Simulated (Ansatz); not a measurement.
Relaxation of C3H8SSi (13 atoms, charge 0, multiplicity 1), to a largest force component of 0.02 eV/Å in at most 40 steps.

Theory: RKS PBE0-D4/STO-3G in Ansatz 0.2.0.

```xyz
13
Properties=species:S:1:pos:R:3
C -1.363 -0.771 -0.618
Si -0.127 0.083 0.444
C 1.478 -0.795 0.227
C 0.149 1.920 0.028
S -1.136 2.963 0.434
H -2.394 -0.253 -0.482
H -1.471 -1.789 -0.391
H -1.112 -0.617 -1.696
H -0.525 -0.069 1.908
H 1.867 -0.726 -0.769
H 1.405 -1.856 0.518
H 2.292 -0.350 0.908
H 0.956 2.225 -0.496
```

Where does it end, and by what steps?

The run converged. The force dipped under the threshold on the way, but the program's further checks kept it going. Limits of this set-up: minimal basis. After 21 steps the energy has fallen by 0.900 eV; S5 moved furthest, 0.84 Å.

```tsv
step	energy less start (eV)	largest force component (eV/Å)	accepted
0	0.0000	7.865	yes
1	-0.6481	2.025	yes
2	-0.6462	2.786	no
3	-0.8165	1.345	yes
4	-0.8870	0.370	yes
5	-0.8916	0.034	yes
6	-0.8925	0.016	yes
7	-0.8845	0.618	no
8	-0.8927	0.214	yes
9	-0.8934	0.147	yes
10	-0.8953	0.026	yes
11	-0.8890	0.445	no
12	-0.8967	0.015	yes
13	-0.8975	0.114	yes
14	-0.8974	0.159	no
15	-0.8984	0.041	yes
16	-0.8992	0.006	yes
17	-0.8985	0.214	no
18	-0.8996	0.046	yes
19	-0.8998	0.077	yes
20	-0.9001	0.073	yes
21	-0.9003	0.010	yes
```

```xyz
13
Properties=species:S:1:pos:R:3
C -1.369 -0.771 -0.688
Si -0.162 0.063 0.474
C 1.518 -0.747 0.331
C -0.021 1.881 0.024
S -0.469 3.145 0.917
H -2.366 -0.327 -0.611
H -1.460 -1.837 -0.458
H -1.043 -0.682 -1.729
H -0.644 -0.049 1.831
H 1.918 -0.653 -0.683
H 1.459 -1.814 0.568
H 2.239 -0.293 1.018
H 0.420 2.051 -0.978
```

Run time: 53 s on 1 thread of Arm Neoverse V1, with other jobs on the host, peak memory 0.12 GiB.
